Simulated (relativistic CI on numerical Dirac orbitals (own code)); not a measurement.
**d4 in a ligand field**

Computed with a parametric ligand-field model of a d^n configuration (Racah B and C, spin-orbit zeta, crystal field), exact diagonalisation.

Field parameters in Wybourne normalisation: Oh B⁴₀ = 21Dq, B⁴₄ = √(5/14) B⁴₀. The field is a parameter set, without covalency.

B = 800 cm⁻¹, C = 3030 cm⁻¹ (C/B = 3.79), Oh, no spin-orbit coupling. Tanabe-Sugano data, E/B above the lowest term (Δ = |10Dq|; b, c mark the second and third term of a kind):

| Δ/B | 5E | 5T2 | 3T1 | 3E | 3T2 | 1T2 | 1E | 1A1 |
| --- | --- | --- | --- | --- | --- | --- | --- | --- |
| 1.0 | 0.00 | 1.00 | 19.03 | 19.33 | 19.92 | 28.59 | 28.52 | 29.56 |
| 3.0 | 0.00 | 3.00 | 18.05 | 19.58 | 20.87 | 27.70 | 27.76 | 29.98 |
| 5.0 | 0.00 | 5.00 | 16.61 | 19.74 | 21.31 | 26.40 | 26.77 | 29.81 |
| 7.0 | 0.00 | 7.00 | 14.99 | 19.85 | 21.55 | 24.92 | 25.58 | 29.37 |
| 9.0 | 0.00 | 9.00 | 13.28 | 19.92 | 21.70 | 23.36 | 24.26 | 28.74 |
| 11.0 | 0.00 | 11.00 | 11.50 | 19.98 | 21.81 | 21.72 | 22.81 | 28.00 |
| 13.0 | 0.00 | 13.00 | 9.69 | 20.03 | 21.89 | 20.04 | 21.27 | 27.15 |
| 15.0 | 0.00 | 15.00 | 7.85 | 20.07 | 21.96 | 18.33 | 19.65 | 26.21 |
| 17.0 | 0.00 | 17.00 | 5.98 | 20.10 | 22.01 | 16.58 | 17.97 | 25.20 |
| 19.0 | 0.00 | 19.00 | 4.10 | 20.12 | 22.05 | 14.81 | 16.25 | 24.11 |
| 21.0 | 0.00 | 21.00 | 2.21 | 20.14 | 22.09 | 13.01 | 14.49 | 22.95 |
| 23.0 | 0.00 | 23.00 | 0.30 | 20.16 | 22.12 | 11.20 | 12.70 | 21.73 |
| 25.0 | 1.62 | 26.62 | 0.00 | 21.79 | 23.76 | 10.99 | 12.49 | 22.06 |
| 27.0 | 3.54 | 30.54 | 0.00 | 23.73 | 25.71 | 11.07 | 12.58 | 22.65 |
| 29.0 | 5.47 | 34.47 | 0.00 | 25.67 | 27.66 | 11.15 | 12.65 | 23.19 |
| 31.0 | 7.41 | 38.41 | 0.00 | 27.62 | 29.62 | 11.22 | 12.72 | 23.70 |
| 33.0 | 9.35 | 42.35 | 0.00 | 29.57 | 31.58 | 11.29 | 12.77 | 24.17 |
| 35.0 | 11.30 | 46.30 | 0.00 | 31.53 | 33.54 | 11.36 | 12.82 | 24.60 |
| 37.0 | 13.25 | 50.25 | 0.00 | 33.49 | 35.50 | 11.42 | 12.87 | 25.00 |
| 39.0 | 15.21 | 54.21 | 0.00 | 35.45 | 37.47 | 11.48 | 12.91 | 25.38 |
| 41.0 | 17.17 | 58.17 | 0.00 | 37.41 | 39.44 | 11.54 | 12.95 | 25.72 |
| 43.0 | 19.13 | 62.13 | 0.00 | 39.38 | 41.41 | 11.59 | 12.98 | 26.05 |
| 45.0 | 21.09 | 66.09 | 0.00 | 41.35 | 43.39 | 11.64 | 13.01 | 26.35 |
| 47.0 | 23.06 | 70.06 | 0.00 | 43.32 | 45.36 | 11.69 | 13.04 | 26.63 |

The ground term changes from 5E to 3T1 between Δ/B = 23.0 and 25.0.
